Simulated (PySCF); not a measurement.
**BPt at PBE**

Level: PBE. PySCF, spin-free X2C with a Gaussian nucleus, basis sets B x2c-TZVPPall, Pt x2c-TZVPPall.

```json
{
  "state": "doublet, unpaired electrons σ ↑, a mixture of terms (⟨Lz²⟩ = 2.3)",
  "bond length": "1.754 Å",
  "harmonic wavenumber": "924 cm⁻¹",
  "force constant": "5.25 mdyn/Å",
  "rotational constant Be": "0.5258 cm⁻¹",
  "anharmonicity ωexe": "4.91 cm⁻¹",
  "vibration–rotation constant αe": "0.00368 cm⁻¹",
  "well depth De to B + Pt (5d9 6s1)": "6.33 eV",
  "dissociation energy D0": "6.28 eV",
  "bond order (Mayer)": "2.59",
  "dipole moment (positive dipole means B(−)Pt(+))": "0.99 D"
}
```

The metal atom is held in its measured ground configuration; semilocal functionals can put another filling of s and d lower by some tenths of an eV, and De to that atom would be smaller. Spin–orbit coupling is left out, which matters for elements this heavy, above all for dissociation energies. With d or f electrons several states lie close, and the lowest PBE0 determinant need not be the measured ground state.
